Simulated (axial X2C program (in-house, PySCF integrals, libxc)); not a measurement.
**Curves of BrPtBr from open-shell CI on d8 s0**

Computed with an in-house all-electron X2C program for linear molecules (integrals from PySCF): two-component X2C with atomic mean-field Coulomb and Gaunt terms, basis Br dyall-v3z, Pt dyall-v3z (cores contracted in-house). Orbitals come from Hartree–Fock averaged over the configuration Pt d8 s0; CI then distributes these electrons over the d, s shells of Pt.

Scan along the symmetric stretch (R is each bond); masses Br 78.918 u, Pt 194.965 u, Br 78.918 u. Energies in cm⁻¹ from the lowest point; levels are followed by energy order within each Ω. Lowest level at 2.409 Å: 100% d8.

| R (Å) | (1)Ω=0 | (1)Ω=1 | (1)Ω=2 | (1)Ω=4 | (1)Ω=3 | (2)Ω=0 | (2)Ω=1 | (2)Ω=2 | (3)Ω=0 |
| --- | --- | --- | --- | --- | --- | --- | --- | --- | --- |
| 2.240 | 3802 | 4193 | 5585 | 5066 | 7587 | 10334 | 9452 | 13197 | 12483 |
| 2.325 | 814 | 1032 | 1970 | 1954 | 3349 | 6540 | 6549 | 9664 | 9273 |
| 2.409 | 0 | 119 | 738 | 1150 | 1694 | 5242 | 5904 | 8356 | 8394 |
| 2.505 | 971 | 1019 | 1366 | 2183 | 2011 | 5832 | 7064 | 8981 | 9350 |
| 2.602 | 3389 | 3405 | 3577 | 4626 | 4037 | 8184 | 9722 | 11278 | 11801 |
| 2.710 | 7137 | 7134 | 7188 | 8384 | 7529 | 11997 | 13702 | 15004 | 15600 |
| 2.843 | 12630 | 12614 | 12592 | 13849 | 12854 | 17666 | 19421 | 20547 | 21154 |

Task: Fit the curves (1)Ω=0, (1)Ω=1, (1)Ω=4, (3)Ω=0 near their minima.

Result: From the open-shell CI curves, Te from the lowest:

| level | Te (cm⁻¹) | Re (Å) | ωe (cm⁻¹) |
| --- | --- | --- | --- |
| (1)Ω=0 | 0 | 2.406 | 219.7 |
| (1)Ω=1 | 118 | 2.410 | 220.6 |
| (1)Ω=4 | 1152 | 2.404 | 222.6 |
| (3)Ω=0 | 8392 | 2.408 | 222.7 |

Without dynamic correlation distances can be off by several hundredths of an Å (long for ionic bonds, short for multiple bonds) and the wavenumbers are rough.

The 9 lowest curves are shown; the next is (3)Ω=1, from 8741 cm⁻¹.

Dynamic correlation is missing, so gaps between terms are too wide and other configurations may lie lower; the lowest level listed is that of this model, not necessarily the ground state. For d shells the ligand-field splittings (σ, π, δ) and their order can be off by a thousand cm⁻¹ or more. At most 4 roots were kept for each Ω > 0 (twice that for Ω = 0) within 3.2 eV of the lowest, so higher up levels can be missing between those listed; levels with Ω > 0 are doubly degenerate and listed once, Ω = 0 levels singly. The open spinors mix strongly with ligand orbitals, which this small active space describes poorly. Some active spinors are only partly of the character that their shell is named for, so the shell names and counts are nominal. States that fill the shells left empty in the average are placed too high. The molecule was held linear; bending was not examined.
